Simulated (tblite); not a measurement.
C₅H₁₂O₂.
Atom-mapped SMILES: `[CH3:1][O:2][C:3]([CH3:4])([CH3:5])[CH2:6][OH:7]` (hydrogens: H8, H9, H10 on C1; H11, H12, H13 on C4; H14, H15, H16 on C5; H17, H18 on C6; H19 on O7)

Computed with GFN2-xTB (tblite), gas phase: nudged elastic band of 9 images (0 to 8), spring 0.2 eV/Å², climbing image at the end, force threshold 0.05 eV/Å. No saddle search or frequency run followed, so the top image need not be a first-order saddle, and its height can exceed the method's true barrier by a kcal/mol or more.

The band describes a rotation about C3–O2 (sp3 carbon bound to oxygen, ether oxygen), followed by the dihedral C5–C3–O2–C1, from the optimised start (-63°) to a second optimised geometry at 48°.

**Question.** How does the energy change from image to image?

**Answer.** 
```json
{"image": "0", "dihedral (°)": "-63", "E (kcal/mol)": "0.00", "C3–O2 (Å)": "1.432", "C5···C1 (Å)": "3.01", "largest true force (eV/Å)": "0.01"}
{"image": "1", "dihedral (°)": "-51", "E (kcal/mol)": "0.16", "C3–O2 (Å)": "1.433", "C5···C1 (Å)": "2.91", "largest true force (eV/Å)": "0.04"}
{"image": "2", "dihedral (°)": "-37", "E (kcal/mol)": "0.77", "C3–O2 (Å)": "1.435", "C5···C1 (Å)": "2.85", "largest true force (eV/Å)": "0.05"}
{"image": "3", "dihedral (°)": "-21", "E (kcal/mol)": "1.75", "C3–O2 (Å)": "1.439", "C5···C1 (Å)": "2.82", "largest true force (eV/Å)": "0.05"}
{"image": "4", "dihedral (°)": "-3", "E (kcal/mol)": "2.31", "C3–O2 (Å)": "1.441", "C5···C1 (Å)": "2.81", "largest true force (eV/Å)": "0.03"}
{"image": "5", "dihedral (°)": "15", "E (kcal/mol)": "1.94", "C3–O2 (Å)": "1.440", "C5···C1 (Å)": "2.81", "largest true force (eV/Å)": "0.05"}
{"image": "6", "dihedral (°)": "31", "E (kcal/mol)": "1.09", "C3–O2 (Å)": "1.436", "C5···C1 (Å)": "2.83", "largest true force (eV/Å)": "0.05"}
{"image": "7", "dihedral (°)": "45", "E (kcal/mol)": "0.66", "C3–O2 (Å)": "1.433", "C5···C1 (Å)": "2.89", "largest true force (eV/Å)": "0.04"}
{"image": "8", "dihedral (°)": "48", "E (kcal/mol)": "0.46", "C3–O2 (Å)": "1.432", "C5···C1 (Å)": "2.90", "largest true force (eV/Å)": "0.01"}
```

Barriers of this band. The top is image 4 at -3°: 2.31 kcal/mol forward and 1.85 kcal/mol back; the end lies 0.46 kcal/mol above the start. The central bond is 0.009 Å longer at the top than at the start.

**Question.** What rate follows at 298 K for crossing this barrier forward?

**Answer.** Taking the electronic barrier for the free energy of activation (no zero-point or entropy terms, transmission 1), rate = (kT/h)·exp(−ΔE/kT) ≈ 1 × 10^11 s⁻¹, whose inverse is 8 × 10^-12 s. An error of 1 kcal/mol in the barrier changes this by a factor of 5, and the method and the loose band can each miss by that much or more. The barrier is only 3.9 kT, where transition-state theory is rough.

**Question.** How would the two end points share their population at 298 K, from these energies alone?

**Answer.** exp(−ΔE/kT) with ΔE = 0.020 eV gives 0.46 for the higher one (end) against 1 for the lower, without vibrational, rotational or degeneracy terms. GFN2-xTB can put conformers this close in the wrong order.

The cost below is that of the whole band run. Hardware: an Arm Neoverse N1 with one thread, no GPU, shared host with 64 logical CPUs at a one-minute load of 46. Cost: 4.5 s wall, 0.18 GiB resident at most.
